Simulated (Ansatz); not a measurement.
AlH$_{5}$O$_{2}$Si, SMILES `O[SiH2][O][AlH2]`, relaxed with RKS PBE0-D4/def2-TZVP in Ansatz from a PBE-D4/def2-SVP geometry. The force threshold is 0.005 eV/Å; the program also tests the step.

Total charge 0; spin multiplicity 1.

Start:

```xyz
9

O    -1.849    1.069   -0.446
Si   -1.079    0.120    0.702
O     0.477   -0.258    0.261
Al    2.018   -0.396   -0.480
H    -2.052    0.623   -1.286
H    -1.070    0.962    1.939
H    -1.810   -1.180    0.911
H     2.091   -0.310   -2.071
H     3.274   -0.629    0.470
```

```json
{"step": "1", "energy (eV)": "-18645.1371", "largest force (eV/Å)": "0.846", "largest move (Å)": "0.000"}
{"step": "2", "energy (eV)": "-18645.1938", "largest force (eV/Å)": "0.554", "largest move (Å)": "0.029"}
{"step": "3", "energy (eV)": "-18645.2125", "largest force (eV/Å)": "0.073", "largest move (Å)": "0.023"}
{"step": "4", "energy (eV)": "-18645.2131", "largest force (eV/Å)": "0.060", "largest move (Å)": "0.009"}
{"step": "5", "energy (eV)": "-18645.2140", "largest force (eV/Å)": "0.041", "largest move (Å)": "0.030"}
{"step": "6", "energy (eV)": "-18645.2142", "largest force (eV/Å)": "0.021", "largest move (Å)": "0.024"}
{"step": "7", "energy (eV)": "-18645.2143", "largest force (eV/Å)": "0.005", "largest move (Å)": "0.012"}
{"step": "8 (rejected)", "energy (eV)": "-18645.2138", "largest force (eV/Å)": "0.067", "largest move (Å)": "0.104"}
{"step": "9", "energy (eV)": "-18645.2143", "largest force (eV/Å)": "0.053", "largest move (Å)": "0.051"}
{"step": "10 (rejected)", "energy (eV)": "-18645.2142", "largest force (eV/Å)": "0.045", "largest move (Å)": "0.056"}
{"step": "11", "energy (eV)": "-18645.2145", "largest force (eV/Å)": "0.020", "largest move (Å)": "0.011"}
{"step": "12", "energy (eV)": "-18645.2145", "largest force (eV/Å)": "0.034", "largest move (Å)": "0.026"}
{"step": "13", "energy (eV)": "-18645.2145", "largest force (eV/Å)": "0.029", "largest move (Å)": "0.002"}
{"step": "14", "energy (eV)": "-18645.2146", "largest force (eV/Å)": "0.005", "largest move (Å)": "0.011"}
{"step": "15", "energy (eV)": "-18645.2146", "largest force (eV/Å)": "0.012", "largest move (Å)": "0.026"}
{"step": "16", "energy (eV)": "-18645.2147", "largest force (eV/Å)": "0.007", "largest move (Å)": "0.011"}
{"step": "17", "energy (eV)": "-18645.2147", "largest force (eV/Å)": "0.005", "largest move (Å)": "0.008"}
{"step": "18 (rejected)", "energy (eV)": "-18645.2147", "largest force (eV/Å)": "0.011", "largest move (Å)": "0.008"}
{"step": "19", "energy (eV)": "-18645.2147", "largest force (eV/Å)": "0.006", "largest move (Å)": "0.004"}
{"step": "20", "energy (eV)": "-18645.2147", "largest force (eV/Å)": "0.005", "largest move (Å)": "0.008"}
{"step": "21", "energy (eV)": "-18645.2147", "largest force (eV/Å)": "0.005", "largest move (Å)": "0.003"}
```

End:

```xyz
9

O    -1.876    1.072   -0.385
Si   -1.046    0.117    0.660
O     0.448   -0.222    0.137
Al    2.006   -0.400   -0.475
H    -2.172    0.683   -1.209
H    -0.982    0.901    1.913
H    -1.758   -1.174    0.852
H     2.182   -0.433   -2.044
H     3.197   -0.543    0.551
```

It took 68 s on 4 threads of a server CPU on a shared host, with 0.38 GiB of host memory at the peak.
